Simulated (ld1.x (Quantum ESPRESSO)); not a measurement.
Before and after: TM potential for Pb

```json
{
  "Element": "lead (Pb)",
  "Generator": "ld1.x (Quantum ESPRESSO) 7.5",
  "Type": "norm-conserving Troullier–Martins (Kleinman–Bylander form)",
  "Functional": "PW91",
  "Relativity": "scalar-relativistic",
  "Frozen core": "[Xe] 4f14",
  "Valence charge": "14",
  "Reference configuration": "5d10 6s2 6p2",
  "Partial waves": "6p (bound): rc 2.45 bohr; 5d (bound): rc 1.80 bohr; 6s (bound): rc 1.80 bohr",
  "Local potential": "the s channel",
  "Core correction": "a·sin(br)/r model core, default radius (core density twice the valence density)"
}
```

Change: core correction a·sin(br)/r model core inside 2.18 bohr.

Cutoffs: the cutoffs (Ry, on a coarse ladder) from which the occupation-weighted sum of valence levels, in a spherical-Bessel basis at the reference potential, stays within 10 and 1 mRy of its value at 400 Ry; they do not see the model core or the augmentation charge, which bear on the density cutoff. Errors are all-electron minus pseudo energies relative to the spin-unpolarised reference configuration.

Problem. How do hardness, ghosts and transferability respond?

Solution. The potential gets neither clearly harder nor softer (55 Ry and 90 Ry → 55 Ry and 90 Ry); of the 7 tests that both files solve, the error grows in 0 and shrinks in 4 by more than 15 % and 0.3 meV (median size 17.7 → 15.8 meV); neither file shows a bound ghost. The default core radius of the base comes out at 0.89 bohr. A wider model core is smoother and lowers the density cutoff, which this test does not measure.

```csv
quantity,base,changed
"cutoff, loose",55 Ry,55 Ry
"cutoff, tight",90 Ry,90 Ry
bound ghosts,none,none
"error for 5d10 6s2 6p1, meV [ΔE 6.63 eV]",-3.4,-3.2
"error for 5d10 6s2 6p0, meV [ΔE 20.15 eV]",-18,-16
"error for 5d10 6s1 6p0, meV [ΔE 52.67 eV]",-45,-29
"error for 5d10 6s0 6p0, meV [ΔE 95.49 eV]",-115,-52
"error for 5d10 6s2 6p1.5, meV [ΔE 2.52 eV]",-1.0,-1.0
"error for 5d10 6s1 6p3, meV [ΔE 8.76 eV]",-5.9,-4.3
"error for 5d9 6s2 6p3, meV [ΔE 19.31 eV]",-194,-163
s: phases at 2.65 bohr within 0.05 rad from the reference energy up to (Ry; the scan ends near 5),2.3,2.3
p: phases at 2.65 bohr within 0.05 rad from the reference energy up to (Ry; the scan ends near 5),3.3,3.3
d: phases at 2.65 bohr within 0.05 rad from the reference energy up to (Ry; the scan ends near 5),0.7,0.7
```
